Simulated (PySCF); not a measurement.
Si(F)2(I)(OH) (F₂HIOSi), SMILES O[Si](F)(F)I.

The structure is a stationary point at PBE0-D3(BJ)/def2-SVP. The structure was generated by enumeration, and PubChem lists no compound with its InChIKey, so it may never have been made. The def2 effective core potentials stand for the cores of I; spin–orbit coupling is left out. Other conformers were not sampled.

Method: CAM-B3LYP/def2-TZVP run with PySCF.

Symmetry labels are those of the subgroup Cs that the program uses (full group Cs).

List the valence orbital energies around the gap with their symmetry. (Estimate from the structure and the level; the computed values follow.)


| orbital | symmetry | energy (eV) |
|---|---|---|
| HOMO−7 | A' | -14.93 |
| HOMO−6 | A" | -14.37 |
| HOMO−5 | A" | -13.95 |
| HOMO−4 | A' | -12.94 |
| HOMO−3 | A" | -12.13 |
| HOMO−2 | A' | -11.77 |
| HOMO−1 | A' | -9.56 |
| HOMO | A" | -9.56 |
| LUMO | A' | 0.36 |
| LUMO+1 | A' | 1.54 |
| LUMO+2 | A" | 2.28 |
| LUMO+3 | A' | 2.43 |
